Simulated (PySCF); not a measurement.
C₃H₈NO₂Si₂ (doublet state).
Geometry (GFN2-xTB, Å), atoms numbered from 1 in this order:
```
atom  x, y, z in Å
N1     2.5261    0.7114   -0.6083
C2     2.1850   -0.3310    0.1784
O3     2.9827   -0.8679    0.9237
Si4    0.3678   -0.9074    0.0607
C5    -0.8195   -0.2191    1.4044
C6    -2.0285    0.2380    0.6838
Si7   -1.8278    0.4168   -1.1434
O8    -0.2803   -0.1809   -1.2450
H9     1.8667    1.0741   -1.2733
H10    3.4829    1.0316   -0.6352
H11    0.2589   -2.3586   -0.0604
H12   -1.0738   -0.9149    2.2064
H13   -0.3441    0.6351    1.9035
H14   -2.9375    0.3800    1.2473
H15   -2.6620   -0.4638   -1.9568
H16   -1.7039    1.7655   -1.6973
```

The hyperfine couplings belong to this conformer and change with its torsions.

As a line formula: `NC(=O)[Si@H]1C[CH][SiH2]O1` [radical].

The calculation used UKS B3LYP, pcH-1 on C H N O Si, non-relativistic, mean-field spin-orbit, GIAO in PySCF 2.14.0. The structure is a single GFN2-xTB conformer in the gas phase; no vibrational or solvent corrections. Couplings are sensitive to structure, and on GFN2-xTB geometries they can be far from those on DFT ones. No stability test was run, so a lower SCF solution isn't excluded.

Task: Where do the isotropic ENDOR lines of H13, H12, H14, H16, H15 and H11 fall at 344.1 mT, to first order?

Result: For S = 1/2 in fast tumbling each set of equivalent nuclei gives two lines, ν± = |νn ± a/2| to first order, with νn = g_N μN B/h and μN/h = 7.62259 MHz/T.

```
nuclei  isotope     g_N  νn (MHz)  a_iso (MHz)  lower line (MHz)  upper line (MHz)
   H13       1H  5.5857     14.65       175.76             73.23            102.53
   H12       1H  5.5857     14.65        59.32             15.01             44.31
   H14       1H  5.5857     14.65       -56.79             13.75             43.05
   H16       1H  5.5857     14.65        48.63              9.66             38.97
   H15       1H  5.5857     14.65        43.53              7.11             36.41
   H11       1H  5.5857     14.65         1.77             13.77             15.54
```

Task: Which pairs are centred on the nuclear Larmor frequency, and which on half the coupling?

Result: Centred on νn, since |a| < 2νn: H11. Centred on |a|/2 and split by 2νn: H13, H12, H14, H16 and H15.

Task: At what field would the lower line of H14 fall to zero frequency?

Result: Where νn = |a|/2, that is B = 28.40 MHz/(5.5857 × 7.62259 MHz/T) = 667 mT, as far as first order holds there.

H9 and H10 aren't averaged: N1 is flat or nearly so (angle sum 359°), and its turn about the short N1–C2 bond (1.35 Å) is taken as slow.
